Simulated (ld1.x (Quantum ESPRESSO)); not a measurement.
Pseudopotential generation for nitrogen: TM, PBE, scalar-relativistic.

ld1.x (Quantum ESPRESSO) 7.5 input, shortened:

```
&input
   title='N', zed=7., rel=1, dft='PBE', iswitch=3,
   config='[He] 2s2 2p3 3d-2'
 /
 &inputp
   pseudotype=2, tm=.true., lloc=0,
   nlcc=.false.
 /
3
2P  2  1   3.00   0.00  1.40  1.40  0.0
3D  3  2  -2.00   0.30  1.20  1.20  0.0
2S  1  0   2.00   0.00  1.05  1.05  0.0
 &test
   configts(1)='2s2 2p3'
 /
```

All-electron outer shells of the reference configuration (PBE, scalar-relativistic, ld1.x):

| shell | level (eV) | outermost node (bohr) | outermost maximum (bohr) |
| --- | --- | --- | --- |
| 1s | -384.72 | – | 0.15 |
| 2s | -18.58 | 0.32 | 1.02 |
| 2p | -7.09 | – | 0.98 |

Results:

| Quantity | Value |
| --- | --- |
| Cutoffs needed | 60 Ry and 120 Ry (the cutoffs (Ry, on a coarse ladder) from which the occupation-weighted sum of valence levels, in a spherical-Bessel basis at the reference potential, stays within 10 and 1 mRy of its value at 400 Ry) |
| Ghost test | no extra level below or beside the all-electron valence levels (p, d, s, f tested) (spherical-Bessel basis up to 400 Ry, 20 bohr box) |
| Largest excitation error | +570 meV (all-electron minus pseudo) for 2s2 2p0, out of 7 test configurations |

Generation and tests took about 1 s on one core of a shared server CPU.
